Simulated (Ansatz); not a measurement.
Reaction (cleavage of the B–Al bond): `[BH2][Al]([NH2])[NH2]` + `[SH][GeH3]` → `B[S][GeH3]` + `[NH2][AlH][NH2]`

Program: Ansatz. Geometries: PBE0-D4/def2-TZVP. ΔE: electronic, gas phase. CCSD(T)/CBS adds triple-zeta CCSD(T) − MP2 to the extrapolated MP2 energy (def2 sets, frozen cores). This one scheme is used for every species. For Ge outer-core shells are correlated without core-valence functions, which leaves a few kJ/mol of doubt a bond. Scalar relativity is left out up to krypton. One conformer a species, not always the lowest.

```csv
level,ΔE (kcal/mol)
CCSD/def2-SVP,-32.6
CCSD/def2-TZVPP,-30.6
```

Problem. What does CCSD(T)/CBS give? (Best estimate.)

Solution. The calculation gave: -31.5 kcal/mol. The listed levels differ from it by -1.1, 0.9 kcal/mol.

Largest T1 diagnostic among the species: 0.014.

Leaving LDA and LC-ωPBE aside and taking each functional with its dispersion term where it has one, the values, not all of them listed here, spread over 4.1 kcal/mol, from B97M-V to ωB97X-V. LDA lies −2.5 kcal/mol from PBE without D4. At CCSD(T), def2-SVP lies −2.0 kcal/mol from the extrapolated value and def2-TZVPP −0.0 kcal/mol.
